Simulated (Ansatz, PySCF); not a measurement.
Process, species as SMILES: [c-]1cncnc1 -> [c-]1cnccn1
Each molecule is optimised on its own at B3LYP-D3(BJ)/def2-TZVP (Ansatz, a quantum-chemistry and plane-wave program). Frequencies are from Ansatz or PySCF. Unstable Hartree-Fock reference: [c-]1cncnc1, [c-]1cnccn1.

Wanted: isomerisation energy (enthalpy at 298 K, with B3LYP-D3(BJ) rigid-rotor harmonic-oscillator terms), in kcal/mol. Cores are frozen in the correlated levels unless marked. No spin-orbit coupling. No relativistic terms. Anions need diffuse functions: aug- sets have them; def2-D sets add few; the other sets have none. CBS(X,Y): correlation extrapolated as X^-3; Hartree-Fock from the larger set.

| level | program | isomerisation energy (kcal/mol) |
|---|---|---|
| B3LYP-D3(BJ)/def2-TZVPD | Ansatz + dftd3 | 11.3 |
| B3LYP-D4/def2-TZVPD | Ansatz + dftd4 | 11.4 |
| r2SCANh/def2-TZVPD | Ansatz | 12.2 |
| wB97M-V/def2-TZVPD | Ansatz | ? |
| wB97X-V/def2-TZVPD | Ansatz | 12.1 |
| B2PLYP-D3(BJ)/def2-TZVPD | Ansatz + dftd3 | 11.7 |
| SCS-MP2/cc-pVTZ | Ansatz | 12.9 |
| CCSD/aug-cc-pVTZ | Ansatz | ? |
| CCSD/cc-pVQZ | Ansatz | 12.3 |
| CCSD/cc-pV5Z | Ansatz | 12.1 |
| CCSD(T)/CBS(aug-cc-pVTZ,aug-cc-pVQZ) | Ansatz | 11.7 |

What belongs in the gaps?


- wB97M-V/def2-TZVPD, isomerisation energy (kcal/mol): 12.0
- CCSD/aug-cc-pVTZ, isomerisation energy (kcal/mol): 11.9
